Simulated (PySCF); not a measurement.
Property card for `C(c1ccoc1)C` (3-ethylfuran)

3-ethylfuran, C₆H₈O.
Bonds: C1–C2, C2–C3, C3–C4 (aromatic), C4–C5 (aromatic), C5–O6 (aromatic), O6–C7 (aromatic), C3–C7 (aromatic). Hydrogens: H8, H9, H10 on C1; H11, H12 on C2; H13 on C4; H14 on C5; H15 on C7.

Structural features include: aromatic ring with oxygen.

GFN2-xTB geometry:

```yaml
Point_group_of_the_GFN2-xTB_geometry: C1
Rotational_constants_A_B_C_of_the_GFN2-xTB_geometry: 6.775, 1.859, 1.635 GHz
```

CAM-B3LYP/def2-SVPD ground state and vertical TDDFT (core frozen in the response) (PySCF):

```yaml
Dipole_moment: 1.00 D
HOMO_energy: -7.77 eV
LUMO_energy: 1.32 eV
HOMO–LUMO_gap: 9.09 eV
Lowest_singlet_excitation: 6.18 eV (201 nm, f = 0.138)
Strongest_line_among_the_8_lowest_singlet_transitions: S1 at 6.18 eV (201 nm, f = 0.138)
Lowest_triplet_excitation_Tamm–Dancoff: 4.01 eV
Static_isotropic_polarisability: 70.4 au
Electronic_spatial_extent_⟨r²⟩_about_the_centre_of_nuclear_charge: 784 bohr²
```

**PBE0/pcSseg-1 ground state and GIAO shieldings, non-relativistic (PySCF)**

```yaml
Lowest_Hirshfeld_atomic_charge: -0.12 e on C1
Highest_Hirshfeld_atomic_charge: +0.06 e on H13/H14/H15
13C_chemical_shifts_computed_TMS_as_zero_by_class: 147.7 (C5), 143.4 (C7), 135.7 (C3), 118.0 (C4), 23.1 (C2), 21.8 (C1) ppm
1H_chemical_shifts_computed_TMS_as_zero_by_class: 7.45 (H14), 7.38 (H15), 6.56 (H13), 2.57 (H11/H12), 1.21 (H8/H9/H10) ppm
Isotropic_shieldings_of_nuclei_other_than_C_and_H_by_class: 37 (O6) ppm
Mayer_bond_orders_between_heavy_atoms: C1–C2 1.05, C2–C3 1.03, C3–C4 1.26, C4–C5 1.60, C5–O6 1.09, O6–C7 1.06, C7–C3 1.61
```

Monoisotopic mass from the formula: 96.0575 u.

S1 lies 2.91 eV below the HOMO–LUMO gap; its leading configuration is HOMO→LUMO, weight 0.62, beside HOMO→LUMO+1, weight 0.34. With B = h/(8π²I), that is 505.379 GHz u Å² over I, the principal moments of inertia are 74.6, 271.9 and 309.1 u Å² (most abundant isotopes); the inertial defect Ic − Ia − Ib is -37.4 u Å² (zero for a rigid planar frame, negative otherwise). The polarisability is 10.44 Å³ as a volume (1 au = 0.148185 Å³), or 1.35 au for each of the 52 electrons. The principal polarisabilities are 54.3, 71.9 and 85.0 au; their mean is the isotropic value. The vertical singlet–triplet gap S1 − T1 is 2.17 eV (TDDFT singlet less Tamm–Dancoff triplet; S1: HOMO→LUMO, weight 0.62, beside HOMO→LUMO+1, weight 0.34; T1: HOMO→LUMO, weight 0.55, beside HOMO→LUMO+1, weight 0.35). The rotational constants make it an asymmetric top with κ = (2B − A − C)/(A − C) = -0.91, nearer the prolate limit (−1). The 8 singlets span 6.18 to 7.82 eV, and their oscillator strengths add up to 0.31.

Geometry: GFN2-xTB, one conformer, isolated molecule. NMR classes are plain means over equivalent atoms (diastereotopic ones count apart unless rotation or inversion swaps them), as if these changed places fast; in this geometry the members of some classes differ.

For the NMR shielding job (PBE0/pcSseg-1), hardware: an Arm Neoverse V1 with one thread (shared host). Cost: 23 s wall.

Conformer computed: `[CH3:1][CH2:2][c:3]1[cH:4][cH:5][o:6][cH:7]1`: C1–C2–C3–C4 -83°.
